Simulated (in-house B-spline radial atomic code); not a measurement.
Whole-atom quantities along the 1-electron series, configuration 1s1. Breit and QED terms are first order and not part of the total energy; the density at the nucleus is averaged over the nuclear charge. Computed with a B-spline radial code for spherical atoms: Dirac-Hartree-Fock, average of the configuration, finite nuclei.

```json
{"ion": "Ge31+", "Z": "32", "E/Z² (Eh)": "-0.507", "Σ<r²> (bohr²)": "0.002836", "n(0)/Z³ (bohr⁻³)": "0.4388", "Lamb diamagnetic shielding (ppm)": "584.15", "self-energy (eV)": "8.6549", "vacuum polarisation (eV)": "-0.83502", "Dirac less non-relativistic energy (Eh)": "-7.1709"}
{"ion": "As32+", "Z": "33", "E/Z² (Eh)": "-0.50746", "Σ<r²> (bohr²)": "0.0026611", "n(0)/Z³ (bohr⁻³)": "0.44705", "Lamb diamagnetic shielding (ppm)": "603.51", "self-energy (eV)": "9.6038", "vacuum polarisation (eV)": "-0.94461", "Dirac less non-relativistic energy (Eh)": "-8.1246"}
{"ion": "Se33+", "Z": "34", "E/Z² (Eh)": "-0.50793", "Σ<r²> (bohr²)": "0.0025014", "n(0)/Z³ (bohr⁻³)": "0.4555", "Lamb diamagnetic shielding (ppm)": "622.98", "self-energy (eV)": "10.623", "vacuum polarisation (eV)": "-1.0649", "Dirac less non-relativistic energy (Eh)": "-9.1719"}
{"ion": "Br34+", "Z": "35", "E/Z² (Eh)": "?", "Σ<r²> (bohr²)": "?", "n(0)/Z³ (bohr⁻³)": "?", "Lamb diamagnetic shielding (ppm)": "?", "self-energy (eV)": "?", "vacuum polarisation (eV)": "?", "Dirac less non-relativistic energy (Eh)": "?"}
{"ion": "Kr35+", "Z": "36", "E/Z² (Eh)": "?", "Σ<r²> (bohr²)": "?", "n(0)/Z³ (bohr⁻³)": "?", "Lamb diamagnetic shielding (ppm)": "?", "self-energy (eV)": "?", "vacuum polarisation (eV)": "?", "Dirac less non-relativistic energy (Eh)": "?"}
{"ion": "Rb36+", "Z": "37", "E/Z² (Eh)": "-0.50945", "Σ<r²> (bohr²)": "0.0020975", "n(0)/Z³ (bohr⁻³)": "0.4837", "Lamb diamagnetic shielding (ppm)": "682.08", "self-energy (eV)": "14.135", "vacuum polarisation (eV)": "-1.4974", "Dirac less non-relativistic energy (Eh)": "-12.939"}
{"ion": "Sr37+", "Z": "38", "E/Z² (Eh)": "?", "Σ<r²> (bohr²)": "?", "n(0)/Z³ (bohr⁻³)": "?", "Lamb diamagnetic shielding (ppm)": "?", "self-energy (eV)": "?", "vacuum polarisation (eV)": "?", "Dirac less non-relativistic energy (Eh)": "?"}
{"ion": "Zr39+", "Z": "40", "E/Z² (Eh)": "-0.51112", "Σ<r²> (bohr²)": "0.001781", "n(0)/Z³ (bohr⁻³)": "0.51573", "Lamb diamagnetic shielding (ppm)": "742.31", "self-energy (eV)": "18.394", "vacuum polarisation (eV)": "-2.0547", "Dirac less non-relativistic energy (Eh)": "-17.789"}
{"ion": "Nb40+", "Z": "41", "E/Z² (Eh)": "-0.51171", "Σ<r²> (bohr²)": "0.0016906", "n(0)/Z³ (bohr⁻³)": "0.52693", "Lamb diamagnetic shielding (ppm)": "762.67", "self-energy (eV)": "19.995", "vacuum polarisation (eV)": "-2.2723", "Dirac less non-relativistic energy (Eh)": "-19.68"}
{"ion": "Mo41+", "Z": "42", "E/Z² (Eh)": "-0.51231", "Σ<r²> (bohr²)": "0.0016066", "n(0)/Z³ (bohr⁻³)": "0.53818", "Lamb diamagnetic shielding (ppm)": "783.17", "self-energy (eV)": "21.693", "vacuum polarisation (eV)": "-2.5076", "Dirac less non-relativistic energy (Eh)": "-21.721"}
```

Problem. Fill in the row of Br34+.

Solution. E/Z² (Eh): -0.50842; Σ<r²> (bohr²): 0.0023552; n(0)/Z³ (bohr⁻³): 0.46449; Lamb diamagnetic shielding (ppm): 642.56; self-energy (eV): 11.716; vacuum polarisation (eV): -1.1966; Dirac less non-relativistic energy (Eh): -10.319.

Problem. Fill in the row of Kr35+.

Solution. E/Z² (Eh): -0.50893; Σ<r²> (bohr²): 0.002221; n(0)/Z³ (bohr⁻³): 0.47384; Lamb diamagnetic shielding (ppm): 662.26; self-energy (eV): 12.886; vacuum polarisation (eV): -1.3405; Dirac less non-relativistic energy (Eh): -11.573.

Problem. Fill in the row of Sr37+.

Solution. E/Z² (Eh): -0.50999; Σ<r²> (bohr²): 0.0019836; n(0)/Z³ (bohr⁻³): 0.49394; Lamb diamagnetic shielding (ppm): 702.02; self-energy (eV): 15.468; vacuum polarisation (eV): -1.6681; Dirac less non-relativistic energy (Eh): -14.426.

Problem. With what power of Z does the column «Dirac less non-relativistic energy (Eh)» change over this range?

Solution. A fit of the logarithm of its size against log Z from Z = 32 to 42 has slope 4.08. An unscreened hydrogenic electron would give 4 at low Z; screening makes the apparent power larger near the neutral end, and relativity raises it again at high Z.
